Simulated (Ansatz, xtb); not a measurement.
CH2NSn+: which of two structures lies lower

We compare I, `C=[N+]=[Sn]`, a singlet, with II, a singlet given by its coordinates. Both are isolated ions in the gas phase, relaxed with r2SCAN-D4/def2-SVP.

I (Å):

```xyz
5

C    -0.8782   -1.3741   -1.2355
N    -1.3109   -0.2036   -1.4136
Sn   -1.9888    1.6307   -1.6927
H    -1.2312   -2.2241   -1.8525
H    -0.1264   -1.6030   -0.4543
```

II (Å):

```yaml
atoms:
  - { symbol: C, position_ang: [0.0689, -0.2290, -0.3753] }
  - { symbol: N, position_ang: [-0.8845, 0.0392, 0.4362] }
  - { symbol: Sn, position_ang: [-1.0833, -2.0907, -0.0894] }
  - { symbol: H, position_ang: [-1.0774, 0.9537, 0.8742] }
  - { symbol: H, position_ang: [0.8371, 0.4761, -0.7360] }
```

Close contacts (Å): C1–N2 1.28, C1–Sn3 2.21, N2–Sn3 2.20, C1–H5 1.10, N2–H4 1.03.

Question: Estimate which is lower in electronic energy at CCSD(T)/def2-TZVPP, and by roughly how much.

Answer: The CCSD(T)/def2-TZVPP calculation puts structure I lower, by 13.0 kJ/mol.

The same difference at several levels:

```tsv
level	geometry	E(II) − E(I) (kJ/mol)	departure from the last row (kJ/mol)	job, with rough time for the two
GFN2-xTB	GFN2-xTB	+64.2	+51.2	optimisation, 0.12 s
HF/STO-3G	GFN2-xTB	+18.7	+5.7	single point, 0.86 s
r2SCAN-D4/def2-SVP//GFN2-xTB	GFN2-xTB	+20.6	+7.5	single point, 3.4 s
r2SCAN-D4/def2-SVP	r2SCAN-D4/def2-SVP	+15.8	+2.7	optimisation, 29 s
HF/def2-TZVPP	r2SCAN-D4/def2-SVP	+18.8	+5.7	part of the CCSD(T) run
MP2/def2-TZVPP	r2SCAN-D4/def2-SVP	+12.3	−0.7	part of the CCSD(T) run
CCSD(T)/def2-TZVPP	r2SCAN-D4/def2-SVP	+13.0		single point, 53 s
```

The levels shown agree on the order. The largest departure from CCSD(T)/def2-TZVPP is that of GFN2-xTB, 51.2 kJ/mol.

With harmonic frequencies from r2SCAN-D4/def2-SVP (ideal gas, rigid rotor, one conformer each, 298.15 K, 1 atm): on the last row, ΔE + ΔZPE = +16.4, ΔH = +14.6, ΔG = +15.3 kJ/mol.

The T1 diagnostic of structure I is large, so the coupled-cluster value is less sure. The correlated steps freeze 6 core orbitals; the filled d shell of Sn is correlated, in a basis made for valence electrons. Atoms past krypton carry core potentials in the def2 sets, other sets are all-electron and non-relativistic, and no spin–orbit term is included. Programs: Ansatz 0.2.0, xtb 6.7.1; the last row on 1 thread of Arm Neoverse V1 on a shared host.
